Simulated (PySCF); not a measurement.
BaCl₂, SMILES [Cl][Ba][Cl].

Geometry optimised at B3LYP-D3(BJ)/def2-TZVP. The isomer is the one that the SMILES or the coordinates give; other isomers of the formula were not compared. The def2 effective core potentials stand for the cores of Ba; spin–orbit coupling is left out.

All values below come from HF/def2-TZVPD (PySCF).

Computed frontier levels, gap, dipole moment and polarisability:
```json
{
  "highest_occupied_level": "-10.63 eV",
  "lowest_empty_level": "-0.52 eV",
  "orbital_gap": "10.12 eV",
  "dipole_moment": "7.90 D",
  "quadrupole, principal values (traceless, Buckingham form, about the centre of nuclear charge)": "-37.75, 17.71, 20.05 D·Å",
  "mean_static_polarisability": "59.8 bohr³ (8.86 Å³)",
  "polarisability_principal_values": "49.6, 53.6, 76.2 bohr³"
}
```
